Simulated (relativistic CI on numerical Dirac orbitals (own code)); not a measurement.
## Ho34+: sensitivity of the levels to the model

Base calculation: Dirac-Coulomb-Breit CI, orbitals from a KLI potential per configuration, QED by a radiative potential, unscaled Slater integrals.

CI space (outside the closed core [Ar] 3d10): 4s²4p³, 4s4p⁴, 4s²4p²4d, 4p⁵, 4s4p³4d, 4s²4p²4f, 4s4p³4f, 4p⁴4d, 4s4p²4d², 4s²4p4d4f, 4p⁴4f, 4p³4d4f, 4s²4p²5s, 4s4p²4f², 4p⁴5s, 4s²4p²5p, 4s4p²4d5s, 4s²4p4f5s, 4s4p³5s, 4s²4p²5d, 4s4p³5p, 4s²4p²5f, 4s²4p²5g, 4s4p³5d, 4p³4f5s, 4s4p³5f, 4s²4p²6s, 4s²4p4d², 4s²4d³, 4s4p4d³, 4s²4d²4f, 4s4p4d²4f, 4s²4d²5s, 4p³4d², 4p²4d³, 4p²4d²4f, 4p²4d²5s, 4s²4p4f², 4s²4d4f², 4s4p4d4f², 4s²4f³, 4s4p4f³, 4s²4f²5s, 4p³4f², 4p²4d4f², 4p²4f³, 4p²4f²5s, 4s4p²4d4f, 4s4p4d4f5s, 4s²4p4d5s, 4s4p4d²5s, 4s²4d4f5s, 4s²4d5s², 4p³4d5s, 4p²4d4f5s, 4p²4d5s², 4s4p²4f5s, 4s4p4f²5s, 4s4p4f5s², 4s²4p5s², 4s4p4d5s², 4s²4f5s². Double excitations out of closed p, d and f shells are left out; levels of such configurations are missing from the list, as are those of other unlisted configurations, and high levels can miss mixing partners. These lack a partner that the ground configuration has and come out too high: 4s²4p²5p, 4s²4p²5d, 4s4p³5p, 4s²4p²5f, 4s²4p²5g.

Variants: (1) Breit term removed. Shifts of the energy above 4s²4p³ ²P°3/2, in cm⁻¹, for the lowest level and the first level of each name with at least 55 % of one term (blank where a level changes its place among those of its configuration and J or its character, or is not in the variant):

```tsv
Level	Base	Δ(1)
4s²4p³ ²P°3/2	0	0
4s²4p³ ²D°5/2	442961	+5338
4s²4p³ ²P°1/2	491697	+4980
4s4p⁴ ⁴P5/2	1034207	+843
4s²4p²4d ⁴D1/2	1443386	+7537
4s²4p²4d ²G9/2	1580642	+10943
4s²4p²4d ⁴F9/2	2006573	+15715
```

At this charge energies of transitions that change n are usually good to better than 1 %, and those within a shell (Δn = 0) to a few per cent.

Ionisation energy from the two ground configurations alone: base 1442.37 eV; Breit term removed 1443.44 eV. The NIST ASD value (theoretical) is 1443 eV.

LS names give the leading component of a level, which can be under half, so a name can repeat, a term be missing and a line seem to break the LS rules.
